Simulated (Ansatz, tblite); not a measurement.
Removing and adding an electron: the cluster Li₁₄. Charge 0, multiplicity 1. Geometry: B3LYP/def2-SVP. Ansatz, gas phase; energy differences of separate SCF runs; the oxidised species was run as a doublet alone; the reduced species was run as a doublet alone.

```
atom   x (Å)   y (Å)   z (Å)
 Li1   0.386   1.132   3.151
 Li2   1.525  -0.185   0.655
 Li3   1.617   1.482  -1.465
 Li4  -0.744  -2.788  -3.159
 Li5  -0.529   1.995   0.604
 Li6   4.235   0.288  -0.479
 Li7   2.553   2.480   1.204
 Li8  -0.006  -2.634  -0.211
 Li9  -1.456  -0.568   1.467
Li10  -2.674   1.908   2.783
Li11  -2.908  -2.224  -0.826
Li12  -3.233   0.909  -0.188
Li13  -0.769  -0.355  -1.442
Li14   2.004  -1.438  -2.094
```

The xTB rows come from tblite. HOMO above LUMO, or a gap near zero within one spin, warns that the state may not be the lowest or that an electron is smeared out. The structure comes from a short search, and lower isomers may exist.

```csv
level,−HOMO (eV),vertical IE (eV),−LUMO (eV),vertical EA (eV),HOMO–LUMO gap (eV),IE − EA (eV),remarks
GFN1-xTB,9.99,11.46,9.71,8.28,0.28,3.18,–
GFN2-xTB,5.35,6.89,4.92,3.43,0.43,3.46,–
PBE/def2-TZVP,3.03,4.33,2.24,–,0.80,–,"gap within one spin near zero (+1 doublet), restricted SCF unstable in HF (singlet)"
PBE/def2-TZVPD,3.03,–,2.24,1.07,0.79,–,"HOMO above zero (-1 doublet), gap within one spin near zero (-1 doublet), restricted SCF unstable in HF (singlet)"
r2SCAN/def2-TZVPD,3.03,–,2.14,1.10,0.89,–,"restricted SCF unstable in HF (singlet), spin-contaminated (⟨S²⟩ 1.05) (-1 doublet)"
PBE0/def2-TZVP,3.41,4.24,1.78,–,1.63,–,"restricted SCF unstable in HF (singlet), spin-contaminated (⟨S²⟩ 0.87) (+1 doublet)"
PBE0/def2-TZVPD,3.41,–,1.78,1.01,1.62,–,"restricted SCF unstable in HF (singlet), spin-contaminated (⟨S²⟩ 0.84) (-1 doublet)"
```

Run but left out: HF/def2-SVP (singlet: restricted singlet, unstable towards broken spin symmetry); r2SCAN/def2-TZVP, MP2/def2-SVP, CCSD/def2-SVP, CCSD(T)/def2-SVP (charge +1 doublet: ⟨S²⟩ 1.05 to 3.07, where a pure state has 0.75).   A HOMO above zero means that the electron is unbound at that level or that self-interaction error raises the level; the energy of removing that electron tells which. Raw xTB energy differences between charge states are shifted by several eV; the methods need an empirical correction for them.
